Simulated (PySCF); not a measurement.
Identify the unknown among the candidates.

All candidates are C7H15F.

| technique | computed result |
| --- | --- |
| Triplet | lowest triplet excitation (Tamm–Dancoff): 7.85 eV [TDA B3LYP/def2-SVPD] |
| NMR, other nuclei | isotropic shieldings of nuclei other than C and H, by class: 413 (1 F) ppm [GIAO KT2/pcSseg-1] |
| UV, strongest line | among the 10 lowest singlet transitions: S9 at 8.90 eV (139 nm, f = 0.037) [TDDFT B3LYP/def2-SVPD] |
| Rotational structure | rotational constants A, B, C: 2.862, 1.418, 1.229 GHz [PBE0-D3(BJ)/def2-SVP] |
| 1H NMR | chemical shifts (computed TMS as zero) by class: 4.20 (2 H), 1.12 (1 H), 0.95 (6 H), 0.85 (6 H) ppm [GIAO KT2/pcSseg-1] |
| Dipole | 1.82 D [B3LYP/def2-SVPD] |
| UV, first state | lowest singlet excitation: 7.96 eV (156 nm, f = 0.007) [TDDFT B3LYP/def2-SVPD] |
| Valence photoelectron | vertical ionisation energy: 10.47 eV [ΔSCF B3LYP/def2-SVPD] |
| 13C NMR | chemical shifts (computed TMS as zero) by class: 92.7 (1 C), 40.0 (1 C), 38.8 (1 C), 20.0 (2 C), 18.2 (2 C) ppm [GIAO KT2/pcSseg-1] |

Electronic properties: PySCF, gas phase, density fitting. Levels stand in brackets. The structure is a single PBE0-D3(BJ)/def2-SVP conformer in the gas phase; no vibrational or solvent corrections. NMR values are class means; diastereotopic atoms form classes of their own.

Task: Which candidate is it?
A. `CC(C)C(F)C(C)C`
B. `CC(C)C(C)(C)CF`
C. `C[C@@H](CF)C(C)(C)C`
D. `CCC(CC)[C@@H](C)F`
E. `CCC(C)(C)CCF`

Result: B. It is `CC(C)C(C)(C)CF`. Numbering: `[CH3:1][CH:2]([CH3:3])[C:4]([CH3:5])([CH3:6])[CH2:7][F:8]`. Its formula, C7H15F, gives 0 degrees of unsaturation, so no ring and no π bond. 7 carbons fall into 5 classes; from least to most shielded: sp3 C–F carbon [C7] (92.7 ppm), quaternary sp3 carbon [C4] (40.0 ppm), sp3 CH carbon [C2] (38.8 ppm), methyl carbon [C5/C6] (20.0 ppm, 2 C, up to 9.3 ppm apart in this geometry), methyl carbon [C1/C3] (18.2 ppm, 2 C). Hydrogen classes from least to most shielded: 2 H on an sp3 C–F carbon, C7 (4.20 ppm), 1 H on an sp3 CH carbon, C2 (1.12 ppm), 6 H on 2 methyl carbons, C5/C6 (0.95 ppm, a mean of values up to 1.3 ppm apart in this geometry), 6 H on 2 methyl carbons, C1/C3 (0.85 ppm, a mean of values up to 0.6 ppm apart in this geometry). The other shieldings belong to: 413 ppm, alkyl fluorine [F8]. The first electron is taken from the HOMO, whose largest Löwdin shares are 0.18 on the quaternary sp3 carbon, 0.17 on the sp3 C–F carbon, 0.15 on the alkyl fluorine and 0.10 on the sp3 CH carbon. The optimised geometry has point group C1 and is an asymmetric top.

The others, at the same levels:
- `CC(C)C(F)C(C)C` fails: it has 4 carbon classes against 5; its computed 13C shifts are 102.9 (1 C), 33.6 (2 C), 20.5 (2 C), 17.6 (2 C) ppm, 1H shifts are 3.65 (1 H), 1.65 (2 H), 0.99 (6 H), 0.93 (6 H) ppm and smallest rotational constant is 1.159 GHz (against 1.229 GHz).
- `C[C@@H](CF)C(C)(C)C` fails: its computed 13C shifts are 86.5 (1 C), 47.3 (1 C), 33.9 (1 C), 28.7 (3 C), 12.5 (1 C) ppm, 1H shifts are 4.89 (1 H), 4.02 (1 H), 1.41 (1 H), 1.03 (3 H), 0.90 (9 H) ppm and smallest rotational constant is 1.173 GHz (against 1.229 GHz).
- `CCC(C)(C)CCF` fails: it has 6 carbon classes against 5; its computed 13C shifts are 82.0 (1 C), 41.1 (1 C), 36.3 (1 C), 34.1 (1 C), 31.1 (2 C), 10.3 (1 C) ppm, 1H shifts are 4.53 (2 H), 1.55 (2 H), 1.11 (2 H), 0.98 (3 H), 0.93 (6 H) ppm and rotational constant A is 2.424 GHz (against 2.862 GHz).
- `CCC(CC)[C@@H](C)F` fails: it has 7 carbon classes against 5; its computed 13C shifts are 92.4 (1 C), 49.9 (1 C), 22.5 (1 C), 22.2 (1 C), 21.0 (1 C), 13.2 (1 C), 6.8 (1 C) ppm, 1H shifts are 4.35 (1 H), 1.98 (1 H), 1.67 (1 H), 1.33 (1 H), 1.32 (3 H), 1.22 (1 H), 1.07 (1 H), 0.94 (3 H), 0.69 (3 H) ppm and rotational constant A is 2.260 GHz (against 2.862 GHz).

Each candidate is one conformer, not necessarily the lowest. Dipoles, sizes and rotational constants follow the conformer. The torsions of the flexible species, by atom-mapped SMILES:
- `[CH3:1][CH:2]([CH3:3])[C:4]([CH3:5])([CH3:6])[CH2:7][F:8]`: C1–C2–C4–C5 172°, C2–C4–C7–F8 174°
- `[CH3:1][CH:2]([CH3:3])[CH:4]([F:5])[CH:6]([CH3:7])[CH3:8]`: C1–C2–C4–F5 -56°, C2–C4–C6–C7 57°
- `[CH3:1][C@@H:2]([CH2:3][F:4])[C:5]([CH3:6])([CH3:7])[CH3:8]`: C1–C2–C3–F4 -61°, C1–C2–C5–C6 167°
- `[CH3:1][CH2:2][C:3]([CH3:4])([CH3:5])[CH2:6][CH2:7][F:8]`: C1–C2–C3–C4 -178°, C2–C3–C6–C7 -57°, C3–C6–C7–F8 -179°
- `[CH3:1][CH2:2][CH:3]([CH2:4][CH3:5])[C@@H:6]([CH3:7])[F:8]`: C1–C2–C3–C4 -59°, C2–C3–C4–C5 -63°, C2–C3–C6–C7 -176°
